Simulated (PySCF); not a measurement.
Question: Give a PBE0-D3(BJ)/def2-SVP geometry of `N[Si@H]([SiH3])[SiH2]F`.

Answer: 
```xyz
13
FH8NSi3 angstrom
N     -0.364    1.868    0.294
Si    -0.072    0.385   -0.577
Si    -1.732   -1.147    0.043
Si     2.017   -0.342    0.195
F      2.536   -1.613   -0.692
H     -1.311    2.227    0.356
H      0.292    2.635    0.191
H     -0.050    0.480   -2.079
H     -3.092   -0.594   -0.257
H     -1.647   -1.429    1.509
H     -1.558   -2.427   -0.709
H      3.045    0.740    0.090
H      1.930   -0.786    1.618
```

Orientation and origin are arbitrary. Atoms count from 1 in this order. Si4 (fluorine-bound silicon) is tetrahedral (angles from 107.7° to 111.4°). Si3 (SiH3 silicon) is tetrahedral (angles from 108.5° to 110.4°). N1 (silicon-bound nitrogen) has angles 119.2°, 118.9° and 110.0°, sum 348.1°, 0.24 Å off the plane of its three neighbours. Si2 (SiH silicon) is distorted tetrahedral (angles from 104.4° to 116.6°).

Bonds between heavy atoms (Å): N1–Si2 1.744, Si2–Si3 2.343, Si2–Si4 2.342, Si4–F5 1.634.

Method: PBE0-D3(BJ)/def2-SVP geometry optimisation, gas phase (PySCF 2.14.0).

Point group: C1 (no symmetry element, even within 0.4 Å). No PBE0-D3(BJ)/def2-SVP frequencies stand behind this structure, so it isn't proved a minimum. One conformer, not necessarily the lowest (H–N1–Si2–Si3 -44° and 177°, N1–Si2–Si4–F5 -172°).
